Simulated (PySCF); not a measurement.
**A search over the determinants of TeS**

Unrestricted PBE0; basis Te x2c-SVPall, S x2c-SVPall; spin-free X2C with a Gaussian nucleus; PySCF 2.14. Outer shells of the fragments: Te 4d10 5s2 5p4; S 3s2 3p4.

Followed along the bond (rough minima from three points):

```json
{"2Ms+1": "3", "unpaired": "π ↑↑", "⟨S²⟩ at the start": "2.01", "R at minimum (Å)": "2.25", "Te (eV)": "0.00"}
{"2Ms+1": "1", "unpaired": "π ↑↓", "⟨S²⟩ at the start": "1.01", "R at minimum (Å)": "2.25", "Te (eV)": "0.22"}
{"2Ms+1": "1", "unpaired": "none", "⟨S²⟩ at the start": "0.00", "R at minimum (Å)": "2.25", "Te (eV)": "0.96"}
{"2Ms+1": "5", "unpaired": "σ ↑, π ↑↑↑", "⟨S²⟩ at the start": "6.00", "R at minimum (Å)": "none in the scan", "Te (eV)": "≤ 3.32"}
```

Solutions found at the starting distance of 2.305 Å, counted from the lowest of them; the search is not exhaustive and high or unbound solutions are not listed, so other states can lie among these:

| 2Ms+1 | unpaired | term | E (eV) | ⟨S²⟩ | ⟨Lz²⟩ | μ (D) |
| --- | --- | --- | --- | --- | --- | --- |
| 3 | π ↑↑ | ³Σ⁻ | 0.00 | 2.01 | 0.00 | -1.71 |
| 1 | π ↑↓ | mixed | 0.22 | 1.01 | 2.01 | -1.69 |
| 1 | none | mixed | 0.95 | 0.00 | 2.00 | -1.69 |
| 3 | π ↑↑ | mixed | 2.16 | 2.01 | 2.01 | -0.82 |
| 3 | σ ↑, π ↑ | ³Π | 3.52 | 2.05 | 1.02 | -0.99 |
| 3 | σ ↑, π ↑ | ³Π | 3.71 | 2.01 | 1.00 | -1.30 |
| 1 | σ ↓, π ↑ | mixed | 3.75 | 1.01 | 1.01 | -1.02 |
| 1 | σ ↓, π ↑ | mixed | 3.97 | 1.01 | 1.00 | -1.40 |
| 5 | σ ↑, π ↑↑↑ | ⁵Π | 4.23 | 6.00 | 1.00 | -0.52 |
| 3 | σ ↑, π ↑↑↓ | mixed | 4.85 | 3.01 | 3.02 | -0.50 |
| 5 | σ ↑↑, π ↑↑ | ⁵Σ⁻ | 5.32 | 6.01 | 0.00 | -0.81 |
| 1 | σ ↓↓, π ↑↑ | mixed | 6.32 | 2.01 | 0.00 | -0.85 |
| 5 | σ ↑↑, π ↑↑ | mixed | 7.55 | 6.00 | 2.01 | 0.85 |
| 5 | π ↑↑↑↑ | ⁵Σ⁺ | 9.97 | 6.01 | 0.00 | 1.79 |

A term symbol is given only where ⟨S²⟩ and ⟨Lz²⟩ are close to those of a pure state; real π, δ and φ orbitals otherwise mix terms. A positive dipole means Te(−)S(+).

Spin–orbit coupling is left out. Counting both spins, an empty level lies below a filled one in some of these solutions, because spin and occupation are held.
